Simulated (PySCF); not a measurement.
Members of one series of related molecules.

All values: CAM-B3LYP/def2-SVPD (PySCF) at GFN2-xTB geometries, gas phase, one conformer each. Core orbitals are frozen in the response; Δα² is half the sum of the squared differences of the principal polarisabilities.

Question: Rank by HOMO energy, lowest first.
A. `S=C1CC[C@H]1C`
B. `C[C@@]1(CCl)CCC1=S`
C. `C#C[C@]1(C)CCC1=S`

Answer: B (-7.91 eV), C (-7.79 eV), A (-7.64 eV).

Question: Rank by polarisability anisotropy Δα, highest first.
A. `[CH3:1][C@@:2]1([CH2:3][Cl:4])[CH2:5][CH2:6][C:7]1=[S:8]` with C1–C2–C3–Cl4 66°
B. `C[C@@]1(F)CCC1=S`
C. `C[C@@H]1CCC1=S`
D. `C#C[C@]1(C)CCC1=S`
E. `CC1(C)CCC1=S`

Answer: A (5.40 Å³), C (4.59 Å³), B (4.36 Å³), E (3.94 Å³), D (3.31 Å³).

Question: Rank by dipole moment, lowest first.
A. `[CH3:1][C@@:2]1([CH2:3][Cl:4])[CH2:5][CH2:6][C:7]1=[S:8]` with C1–C2–C3–Cl4 66°
B. `C1(CC[C@@]1(C)C#C)=S`
C. `C[C@@]1(F)CCC1=S`
D. `C[C@@H]1CCC1=S`

Answer: A (1.85 D), B (2.67 D), D (2.97 D), C (3.28 D).

All values together:

```csv
SMILES,change,formula,μ (D),HOMO (eV),LUMO (eV),α (Å³),Δα (Å³),electrons,α per electron (Å³)
C[C@@H]1CCC1=S,parent,C5H8S,2.97,-7.64,-0.91,11.71,4.59,54,0.217
C#C[C@]1(C)CCC1=S,H on C replaced by ethynyl,C7H8S,2.67,-7.79,-1.10,14.56,3.31,66,0.221
C[C@@]1(CCl)CCC1=S,H on C replaced by CH2Cl,C6H9ClS,1.85,-7.91,-1.19,15.32,5.40,78,0.196
CC1(C)CCC1=S,H on C replaced by CH3,C6H10S,2.93,-7.62,-0.85,13.37,3.94,62,0.216
C[C@@]1(F)CCC1=S,H on C replaced by F,C5H7FS,3.28,-7.96,-1.38,11.70,4.36,62,0.189
```

Conformers: `[CH3:1][C@@:2]1([CH2:3][Cl:4])[CH2:5][CH2:6][C:7]1=[S:8]` with C1–C2–C3–Cl4 66°.

Give the shifts from the parent, `C[C@@H]1CCC1=S`.

| SMILES | change in μ (D) | change in HOMO (eV) | change in LUMO (eV) | change in mean α (Å³) |
| --- | --- | --- | --- | --- |
| C#C[C@]1(C)CCC1=S | -0.30 | -0.15 | -0.19 | +2.85 |
| C[C@@]1(CCl)CCC1=S | -1.12 | -0.27 | -0.28 | +3.61 |
| CC1(C)CCC1=S | -0.04 | +0.02 | +0.06 | +1.66 |
| C[C@@]1(F)CCC1=S | +0.31 | -0.32 | -0.47 | -0.01 |
